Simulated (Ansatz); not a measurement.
`C[SiH2][SiH2]O` + `CC(O)(F)CF` → `O[SiH2][SiH2]CF` + `CC(C)(O)F`  (formal exchange of groups at the Si–C bond)

Calculated with Ansatz (gas phase, PBE0-D4/def2-TZVP geometries, no zero-point term in ΔE). CBS: MP2 limit from def2 TZ/QZ plus the TZ coupled-cluster correction, frozen cores. Functionals use def2-TZVPP. B3LYP here is the variant with VWN-RPA as its local correlation; programs differ in this. Each species was taken in one conformer, which may not be the lowest.

```json
{"level": "PBE-D4", "ΔE (kJ/mol)": "27.5", "difference from CCSD(T)/CBS": "-1.2"}
{"level": "r2SCAN-D4", "ΔE (kJ/mol)": "31.0", "difference from CCSD(T)/CBS": "2.3"}
{"level": "PBE0-D4", "ΔE (kJ/mol)": "29.9", "difference from CCSD(T)/CBS": "1.2"}
{"level": "B3LYP-D4", "ΔE (kJ/mol)": "26.7", "difference from CCSD(T)/CBS": "-2.0"}
{"level": "ωB97X-V", "ΔE (kJ/mol)": "29.4", "difference from CCSD(T)/CBS": "0.7"}
{"level": "ωB97M-V", "ΔE (kJ/mol)": "29.9", "difference from CCSD(T)/CBS": "1.2"}
{"level": "B2PLYP", "ΔE (kJ/mol)": "28.2", "difference from CCSD(T)/CBS": "-0.5"}
{"level": "PBE", "ΔE (kJ/mol)": "27.0", "difference from CCSD(T)/CBS": "-1.7"}
{"level": "r2SCAN", "ΔE (kJ/mol)": "30.8", "difference from CCSD(T)/CBS": "2.1"}
{"level": "PBE0", "ΔE (kJ/mol)": "29.5", "difference from CCSD(T)/CBS": "0.8"}
{"level": "B3LYP", "ΔE (kJ/mol)": "26.0", "difference from CCSD(T)/CBS": "-2.7"}
{"level": "HF/def2-TZVPP", "ΔE (kJ/mol)": "29.0", "difference from CCSD(T)/CBS": "0.3"}
{"level": "MP2/def2-TZVPP", "ΔE (kJ/mol)": "31.6", "difference from CCSD(T)/CBS": "2.9"}
{"level": "SCS-MP2/def2-TZVPP", "ΔE (kJ/mol)": "29.5", "difference from CCSD(T)/CBS": "0.8"}
{"level": "CCSD/def2-TZVPP", "ΔE (kJ/mol)": "30.2", "difference from CCSD(T)/CBS": "1.5"}
{"level": "CCSD(T)/def2-TZVPP", "ΔE (kJ/mol)": "30.5", "difference from CCSD(T)/CBS": "1.8"}
{"level": "HF/def2-QZVPP", "ΔE (kJ/mol)": "28.7", "difference from CCSD(T)/CBS": "0.0"}
{"level": "MP2/def2-QZVPP", "ΔE (kJ/mol)": "30.5", "difference from CCSD(T)/CBS": "1.8"}
{"level": "SCS-MP2/def2-QZVPP", "ΔE (kJ/mol)": "28.5", "difference from CCSD(T)/CBS": "-0.2"}
{"level": "HF/CBS(def2)", "ΔE (kJ/mol)": "28.6", "difference from CCSD(T)/CBS": "-0.1"}
{"level": "MP2/CBS(def2)", "ΔE (kJ/mol)": "29.9", "difference from CCSD(T)/CBS": "1.2"}
{"level": "CCSD/CBS(def2)", "ΔE (kJ/mol)": "28.4", "difference from CCSD(T)/CBS": "-0.3"}
{"level": "CCSD(T)/CBS", "ΔE (kJ/mol)": "28.7", "difference from CCSD(T)/CBS": "0"}
```

Largest T1 diagnostic among the species: 0.012.
